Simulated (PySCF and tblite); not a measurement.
The numbers below are computed, except where a source is named.
**Dynamics report: rearrangement**

System: C₅H₈Ge, numbered as in [GeH3:1][CH:2]1[CH:3]=[CH:4][CH:5]=[CH:6]1.

Motion: shift of H on C2 from C2 to C6. Geometries: PBE0-D3(BJ)/def2-SVP; energies: PBE0/pcSseg-1 + D3(BJ); zero-point and thermal terms from GFN2-xTB harmonic modes (soft modes blended into free rotors). Rates follow Eyring's equation with the number of equivalent paths and no tunnelling. (PySCF 2.14 with density fitting, tblite 0.8.)

```
 point  symmetry  E(GFN2) kcal/mol  E(DFT) kcal/mol  ZPE change kcal/mol  lowest mode cm⁻¹  dipole D
 start        Cs               0.0              0.0                 0.00                92      0.42
saddle        C1              27.7             27.9                -2.34             1094i      0.88
   end        Cs               1.0              2.6                 0.11                68      0.84
```

```
Electronic barrier                                      : 27.9 kcal/mol
Barrier with zero-point energy                          : 25.5 kcal/mol
ΔH‡ (298 K)                                             : 25.5 kcal/mol
ΔS‡ (298 K, symmetry apart)                             : -0.2 cal/(mol K)
Paths                                                   : 2 equivalent paths
End point                                               : a different minimum
Mean lifetime of the start against this motion at 298 K : 4.7 days
Cost                                                    : 4.3 min on 1 thread of Arm Neoverse V1 (shared host) (rough), peak memory 0.87 GiB, launched as `OMP_NUM_THREADS=1 python ens_run.py task.json out`
```

```json
{"T/K": "298", "ΔG‡ kcal/mol": "25.5", "k s⁻¹": "2.4×10⁻⁶", "ΔG kcal/mol": "2.5", "k back s⁻¹": "0.00018"}
{"T/K": "350", "ΔG‡ kcal/mol": "25.5", "k s⁻¹": "0.0016", "ΔG kcal/mol": "2.5", "k back s⁻¹": "0.06"}
{"T/K": "400", "ΔG‡ kcal/mol": "25.6", "k s⁻¹": "0.18", "ΔG kcal/mol": "2.5", "k back s⁻¹": "4"}
{"T/K": "500", "ΔG‡ kcal/mol": "25.6", "k s⁻¹": "129", "ΔG kcal/mol": "2.4", "k back s⁻¹": "1420"}
```

ΔG and ΔG‡ leave out symmetry numbers and mirror images; rates count paths: 2 out, 2 back.

Tunnelling of the moving H, left out here, will speed the real process. Spin–orbit effects of heavy atoms on shieldings are missing.
